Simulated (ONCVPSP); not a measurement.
## Se, ONCV: configuration errors across variants

ONCVPSP 4.0.1 input, shortened (lines: element, Z, core and valence counts, functional; n l f; lmax; l rc ep ncon nbas qcut; lloc lpopt rc5 dvloc0; l nproj debl; icmod fcfact rcfact), PBE, scalar-relativistic:

```
  Se 34.00    3    5        4      upf
    1    0    2.00
    2    0    2.00
    2    1    6.00
    3    0    2.00
    3    1    6.00
    3    2   10.00
    4    0    2.00
    4    1    4.00
    2
    0    0.95    0.00    3    6   13.00
    1    0.90    0.00    4    9   15.50
    2    0.60    0.00    4    8   16.10
    4    5    0.45    0.00
    0    2    1.10
    1    2    0.90
    2    3    0.50
    1    0.50    0.00
```

In the d channel the program set the typed energies aside and used -1.952, 0.250, 0.750 Ha.

All-electron excitation energies from the reference (eV): (1) 3s2 3p6 3d10 4s2 4p3 10.845; (2) 3s2 3p6 3d10 4s2 4p2 31.194; (3) 3s2 3p6 3d10 4s2 4p1 62.062; (4) 3s2 3p6 3d10 4s2 4p3.5 4.310.

A true bound ghost makes a file unfit for plane-wave use even where its test errors are small: the radial tests pick states by their node count and pass the ghost by.

Errors AE − PS in meV (a dash: test not solved or not reliable):

| change | (1) | (2) | (3) | (4) | bound ghosts | GHOST(+) flags above zero |
| --- | --- | --- | --- | --- | --- | --- |
| base | -0.5 | -1.7 | -3.7 | -0.1 | d | s, d |
| s: qcut 8.8 | -0.4 | -1.7 | -3.5 | -0.1 | d | s, d |
| s: qcut 10.9 | -0.4 | -1.7 | -3.6 | -0.1 | d | s, d |
| s: qcut 12.9 | -0.5 | -1.7 | -3.7 | -0.1 | d | s, d |
| s: qcut 15.2 | -0.5 | -1.8 | -3.8 | -0.1 | d | s, d |
| s: qcut 18.7 | -0.5 | -1.8 | -3.9 | -0.1 | d | s, d |

Give the same row for: s: qcut 17.

-0.5, -1.8, -3.9, -0.1; bound ghosts: d; GHOST(+) flags above zero: s, d.
